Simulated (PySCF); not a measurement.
Which level of theory gave which numbers?

Compound: C₄H₈Se.
Cartesian coordinates in Å at the PBE0-D3(BJ)/def2-SVP level; atoms count from 1:
```xyz
13
C4H8Se angstrom
C      1.414    1.126    0.024
C      1.229   -0.182    0.220
C      0.461   -1.071   -0.689
Se    -1.221   -1.670    0.136
C     -2.061    0.074    0.243
H      1.970    1.738    0.739
H      1.022    1.630   -0.866
H      1.627   -0.653    1.127
H      0.227   -0.583   -1.646
H      1.000   -2.007   -0.901
H     -1.401    0.779    0.769
H     -2.301    0.456   -0.759
H     -2.990   -0.051    0.816
```

The closed-shell ground state was solved 4 times with PySCF (density fitting, gas phase), always with PBE0, in these basis sets: 6-31G, STO-3G, def2-SVP and def2-TZVP. The calculation is non-relativistic and has no spin–orbit coupling, an omission that weighs most on selenium.

```csv
row,total energy (Eh),HOMO (eV),LUMO (eV),dipole (D)
P,-2557.8790,-6.00,-0.01,1.19
Q,-2529.8169,-3.69,3.09,1.23
R,-2557.8810,-5.99,0.15,1.56
S,-2558.3431,-6.12,-0.21,1.26
```

Q: Which basis belongs to which row?

A: P = def2-SVP, Q = STO-3G, R = 6-31G, S = def2-TZVP. From the lowest total energy up: def2-TZVP (220 functions) 0 eV; 6-31G (79 functions) +12.57 eV; def2-SVP (128 functions) +12.63 eV; STO-3G (46 functions) +776.24 eV.

One conformer stands for the species.
